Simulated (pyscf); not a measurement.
# Routes from :Ge=Se [singlet] + H₂Se

Candidate steps break at most two bonds and form at most two. Each was searched with GFN2-xTB (tblite) first. Optimised with ωB97X-D3(BJ)/def2-SVP in PySCF. MP2 and CC: frozen core, UHF for open shells. ΔMP2 is the change of the MP2 total energy from the triple- to the quadruple-zeta basis. Energies: CCSD(T)/def2-TZVPP + ΔMP2(QZVPP), kJ/mol, from the separated reactants, singlet surface; ΔG‡ with ideal gas, 1 atm, RRHO with modes under 100 cm⁻¹ raised to 100, one conformer, R ln 2 for chiral ones without a mode under 150 cm⁻¹.

| products | type | ΔE‡ | ΔE | ΔG‡ 298 K | ΔG‡ 900 K | ν‡ (cm⁻¹) |
|---|---|---|---|---|---|---|
| HSe–Ge:–SeH [singlet] | addition across a multiple bond or ene-type step | 43.4 | -68.7 | 74.7 | 149.8 | 1105i |
| Se=GeH–SeH | insertion | 154.7 | -42.7 | 187.4 | 261.0 | 1298i |

Row 1: On the reactant side the descent ends in a complex, 24.7 kJ/mol under the separated species and 45.5 kJ/mol under the saddle at ωB97X-D3(BJ)/def2-TZVP. Row 2: On the reactant side the descent ends in a complex (not fully relaxed), 26.3 kJ/mol under the separated species and 176.7 kJ/mol under the saddle at ωB97X-D3(BJ)/def2-TZVP. 

Plain bond fissions and candidates not yet searched are not listed, and one of them may be faster. Each barrier is that of the saddle found; lower ones may exist. The CCSD(T) − MP2 part came from Ansatz, without density fitting, on the same reference. The frozen core leaves the outer d or s,p core shells of the metals and heavy elements correlated in the MP2 and CC values, and def2-TZVPP describes them poorly, which can shift differences by a few kcal/mol. Elements up to Kr have no core potential and no relativistic terms here.
